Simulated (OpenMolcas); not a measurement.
V4+ (d1) in a complex was computed by SS-CASPT2, IPEA 0.25 Eh, imaginary shift 0.1 Eh with the d shell active (OpenMolcas, ANO-RCC-VDZP on the metal). Its lowest spin-free states, and all those of the highest spin:

```csv
2S+1,Degeneracy,E (cm-1)
2,2,0
2,2,23400
2,1,35390
```

Task: Is the site octahedral, tetrahedral or cube-like, axial, or of lower symmetry?

Result: The states with 2S+1 = 2 have orbital degeneracies 2, 2, 1. There are pairs but no triples, so the site is axial: not cubic, but with a proper or improper axis of order three or more. The run had V4+ with 2 ligands (fluoride) in linear coordination (D∞h) at 1.7 Å. Ligand basis ANO-RCC-VDZP.

The least metal-like active orbital is 71 % on the metal (Löwdin) and no ligand orbital is active, so the numbers are rough. Ligand-to-metal charge-transfer states are missing. The distance lies 4 % over the 1.63 Å that this model takes as the normal distance (a Shannon-type radius plus a fixed donor radius); by an R⁻⁵ law this alone changes a d-shell field by about -19 %. No measured value stands beside these numbers; the geometry is a model, was not optimised and need not be the one that this ion takes.
